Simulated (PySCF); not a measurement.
Species: C5H5PS.
Geometry (GFN2-xTB, Å), atoms numbered from 1 in this order:
```
atom  x, y, z in Å
C1    -1.976   -1.173    0.427
C2    -1.398    0.015    0.285
C3    -0.001    0.229   -0.007
C4     0.585    1.455   -0.149
P5     2.306    1.534   -0.504
C6     2.459   -0.165   -0.506
S7     1.072   -1.119   -0.204
H8    -1.417   -2.090    0.330
H9    -3.025   -1.266    0.645
H10   -1.982    0.921    0.387
H11    0.002    2.358   -0.044
H12    3.376   -0.699   -0.685
```

Probes without a nucleus sit at each ring's centroid and 1 Å off its mean plane on both sides; NICS is minus the shielding there, NICSzz its component along the normal. Level: GIAO PBE0/pcSseg-1 (PySCF, non-relativistic, gas phase) on the GFN2-xTB geometry, one conformer.

Ring bond lengths (Å), with Mayer bond orders in brackets: C3–C4 1.366 (1.55), C4–P5 1.759 (1.16), P5–C6 1.706 (1.46), C6–S7 1.711 (1.17), S7–C3 1.735 (1.13).

Q: What do the NICS probes read (ppm)?

A: 
```
          ring                                                     type  NICS(0)  NICS(1), two faces  NICS(1)zz, two faces  rms pucker (Å)  centre to ring atoms, mean (Å)
C3–C4–P5–C6–S7  5-membered ring with P and S; formal bonds all aromatic    -10.2       -10.5 / -10.5         -23.3 / -23.3            0.00                            1.40
```

Q: What can be read from them?

A: 
- C3–C4–P5–C6–S7: mean NICS(1)zz -23.3 ppm, shielded.

Q: What does the geometric index give? HOMA = 1 − mean of α(R − Ropt)² over the ring bonds, with Krygowski's 1993 parameters (CC: Ropt 1.388 Å, α 257.7 Å⁻²; CP: Ropt 1.698 Å, α 118.91 Å⁻²; CS: Ropt 1.677 Å, α 94.09 Å⁻²).

A: 
- C3–C4–P5–C6–S7: HOMA 0.80; the largest term is that of C4–P5, α(R − Ropt)² = 0.44.

Q: At the second NICS(1) probe listed for ring C3–C4–P5–C6–S7, 1 Å off the ring, what do the in-plane components average?

A: The isotropic value is a third of the trace: (3 × -10.5 − (-23.3))/2 = -4.1 ppm.

Q: How shielded are the nuclei of the rings and their hydrogens (means over atoms taken as equivalent)?

A: 
```json
{"atoms": "C3", "environment": "substituted aromatic carbon", "σ isotropic (ppm)": "21.1", "principal values of the symmetric part, first atom (ppm)": "-51.0, 7.7, 106.4"}
{"atoms": "C4", "environment": "aromatic CH carbon", "σ isotropic (ppm)": "34.9", "principal values of the symmetric part, first atom (ppm)": "-62.8, 29.1, 138.3"}
{"atoms": "P5", "environment": "phosphorus bonded to 2 C", "σ isotropic (ppm)": "86.3", "principal values of the symmetric part, first atom (ppm)": "-196.7, 95.5, 360.0"}
{"atoms": "C6", "environment": "aromatic CH next to a ring sulfur", "σ isotropic (ppm)": "17.2", "principal values of the symmetric part, first atom (ppm)": "-139.2, 40.6, 150.1"}
{"atoms": "S7", "environment": "thiophene-type sulfur", "σ isotropic (ppm)": "190.9", "principal values of the symmetric part, first atom (ppm)": "40.6, 187.4, 344.5"}
{"atoms": "H11", "environment": "aromatic hydrogen", "σ isotropic (ppm)": "23.79", "principal values of the symmetric part, first atom (ppm)": "21.8, 23.0, 26.6"}
{"atoms": "H12", "environment": "aromatic hydrogen", "σ isotropic (ppm)": "23.05", "principal values of the symmetric part, first atom (ppm)": "21.5, 22.3, 25.5"}
```
